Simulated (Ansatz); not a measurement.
C3H7BO, SMILES `CB/C=C/O`. The species carries charge 0 and has multiplicity 1.

```xyz
12

C     1.594    0.453    0.678
B     0.170    0.048    1.196
C    -1.029   -0.293    0.319
C    -0.952   -0.270   -1.019
O    -1.991   -0.565   -1.815
H     1.865    1.431    1.092
H     2.338   -0.239    1.090
H     1.738    0.495   -0.404
H     0.023    0.006    2.390
H    -1.992   -0.567    0.744
H    -0.029   -0.007   -1.532
H    -1.734   -0.492   -2.738
```

Problem. What are the harmonic wavenumbers in cm⁻¹ at PBE0-D4/def2-TZVP (Ansatz, finite differences of forces, unscaled)? (Best estimate.)

Solution. Computed: 112, 155, 188, 231, 395, 451, 563, 674, 802, 871, 905, 957, 1002, 1049, 1174, 1223, 1275, 1329, 1364, 1365, 1449, 1463, 1698, 2565, 3028, 3083, 3116, 3158, 3164, 3871.

Problem. Is this a minimum?

Solution. Yes, all 30 modes are real.

Problem. Give the ideal-gas thermochemistry at 298.15 K and 1 bar (rigid rotor, harmonic oscillator; point group Cs, symmetry number 1).

Solution. Zero-point energy 255.3 kJ/mol; H(298) − E = 274.9 kJ/mol; entropy 326.5 J/(mol·K), of which translation 161.8, rotation 107.9, vibration 56.8; G(298) − E = 177.6 kJ/mol.
